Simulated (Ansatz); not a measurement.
`C[S][Ge]([F])([F])[F]` → F₂ + `C[S][Ge][F]` at 600 K and 1 bar (germylene formation by 1,1-elimination).

Computed with Ansatz on PBE0-D4/def2-TZVP structures; ΔE is electronic, products minus reactants. CCSD(T)/CBS adds triple-zeta CCSD(T) − MP2 to the extrapolated MP2 energy (def2 sets, frozen cores). This one scheme is used for every species. For Ge outer-core shells are correlated without core-valence functions, which leaves a few kJ/mol of doubt a bond. Scalar relativity is left out up to krypton. Each species was taken in one conformer, which may not be the lowest.

```json
{"species": "`C[S][Ge]([F])([F])[F]`", "CCSD(T)/CBS energy (Eh)": "-2813.26625", "H − E (kJ/mol)": "189.1", "S (J/(mol·K))": "486.9"}
{"species": "F₂", "CCSD(T)/CBS energy (Eh)": "-199.39789", "H − E (kJ/mol)": "25.1", "S (J/(mol·K))": "224.3"}
{"species": "`C[S][Ge][F]`", "CCSD(T)/CBS energy (Eh)": "-2613.59497", "H − E (kJ/mol)": "155.6", "S (J/(mol·K))": "401.1"}
```

H − E and S are ideal-gas, rigid-rotor, harmonic terms from PBE0-D4/def2-TZVP, for one conformer and one mirror image of each species. 1 Eh = 2625.50 kJ/mol, R = 8.31446 J/(mol·K).

Q: By hand: ΔE, ΔH, ΔS and ΔG.

A: ΔE = (-199.39789) + (-2613.59497) − (-2813.26625) = 0.27339 Eh = 717.8 kJ/mol. Δ(H − E) = 25.1 + 155.6 − 189.1 = -8.4, so ΔH = 709.4 kJ/mol. ΔS = 224.3 + 401.1 − 486.9 = 138.5 J/(mol·K). ΔG = 709.4 − 600 × (138.5)/1000 = 626.3 kJ/mol.

Q: By hand: the equilibrium constant, and the temperature at which ΔG would vanish if ΔH and ΔS stayed fixed.

A: log₁₀ K = −ΔG/(RT ln 10) = -54.5. ΔG = 0 at ΔH/ΔS = 5122 K, far beyond where these terms or the molecules hold.

The number of gas molecules changes by +1, which sets the sign of ΔS. A doubt of 5 kJ/mol in ΔE shifts log₁₀ K by 0.4 here. Other conformers and mirror images would add mixing entropy, several J/(mol·K) or more a flexible species. Modes under 60 cm⁻¹, often nearly free rotors, make the harmonic entropy too high. These are equilibria of isolated gas molecules and say nothing of rates. Largest T1 diagnostic: 0.015 (customary marks: 0.02 for closed shells, 0.045 for open ones).
